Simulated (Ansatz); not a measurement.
Reaction (formal exchange of groups at the Si–In bond): `[F][In]([F])[SiH3]` + `B[CH2][SnH3]` → `[SiH3]B[CH2][SnH3]` + `[F][InH][F]`

Program: Ansatz. Geometries: PBE0-D4/def2-TZVP. ΔE: electronic, gas phase. CCSD(T)/CBS is the MP2 limit (def2-TZVPP, def2-QZVPP) plus CCSD(T) − MP2 in def2-TZVPP, frozen cores. DFT in def2-TZVPP. Elements past krypton have def2 core potentials. For In, Sn outer-core shells are correlated without core-valence functions, which leaves a few kJ/mol of doubt a bond. One conformer a species, not always the lowest.

`[F][In]([F])[SiH3]`:

```xyz
7

F     1.157   -0.057    2.690
In   -0.084    0.377    1.258
F    -1.483    1.455    2.072
Si    0.082   -0.340   -1.174
H    -0.657    0.636   -2.009
H    -0.528   -1.687   -1.284
H     1.514   -0.384   -1.555
```

`B[CH2][SnH3]`:

```xyz
10

B     0.544    1.344   -0.404
C    -0.429    0.310   -0.929
Sn   -0.133   -1.067    0.770
H     0.176    2.197    0.356
H     1.713    1.267   -0.663
H    -0.151   -0.293   -1.792
H    -1.497    0.522   -0.898
H    -1.652   -1.280    1.513
H     0.979   -0.466    1.915
H     0.449   -2.535    0.132
```

`[SiH3]B[CH2][SnH3]`:

```xyz
13

Si   -2.064   -0.091    0.334
B    -0.453    0.852   -0.432
C     0.590    0.128   -1.250
Sn    1.791   -0.334    0.557
H    -2.382    0.319    1.731
H    -3.258    0.230   -0.504
H    -1.906   -1.577    0.325
H    -0.286    2.016   -0.182
H     1.286    0.695   -1.869
H     0.377   -0.859   -1.661
H     1.027    0.154    2.001
H     3.270    0.490    0.382
H     2.008   -2.022    0.568
```

`[F][InH][F]`:

```xyz
4

F    -0.013   -1.846   -0.009
In    0.120    0.083    0.057
F    -1.512    0.783   -0.713
H     1.406    0.979    0.665
```

```
         level  ΔE (kJ/mol)
    r2SCAN0-D4         57.8
        B2PLYP         64.3
       r2SCAN0         59.4
         BHLYP         67.0
     CAM-B3LYP         63.1
MP2/def2-TZVPP         59.5
MP2/def2-QZVPP         61.2
  HF/CBS(def2)         66.3
```

(1) What does CCSD(T)/CBS give? (An estimate is asked.)

Largest T1 diagnostic among the species: 0.017.

Answers

(1) Computed: +57.4 kJ/mol. The listed levels differ from it by 0.4, 6.9, 2.0, 9.6, 5.7, 2.1, 3.8, 8.9 kJ/mol.

The D4 term adds −7.7 kJ/mol with B3LYP and −4.3 kJ/mol with PBE0; it sums over pairs of atoms, weighted by their polarisabilities, and B3LYP, whose exchange is more repulsive, gets the larger term. In def2-TZVPP, CCSD(T) changes the Hartree–Fock value by −12.3 kJ/mol (the triples alone add −2.4 kJ/mol) and MP2 by −7.1 kJ/mol.

B3LYP here is the variant with VWN-RPA as its local correlation; programs differ in this.
